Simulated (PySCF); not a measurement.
Trichloroethylene, SMILES ClC=C(Cl)Cl (C2HCl3) (PBE0/def2-SVP optimised geometry):

```
6

Cl    -0.023    -2.120     0.000
C     -0.682    -0.543     0.000
C      0.060     0.572     0.000
Cl     1.772     0.572     0.000
Cl    -0.693     2.120     0.000
H     -1.772    -0.482     0.000
```

Computed with PBE0/def2-TZVP (PySCF).

**Question.** What are the frontier orbital energies and the dipole moment?

**Answer.** HOMO-2 -9.56 eV, HOMO-1 -9.12 eV, HOMO -7.32 eV, LUMO -0.89 eV, LUMO+1 0.00 eV; dipole moment 0.85 D.

Meta-Löwdin charges at PBE0/def2-TZVP: Cl1 0.00, C2 -0.16, C3 -0.03, Cl4 0.02, Cl5 0.00, H6 0.16.
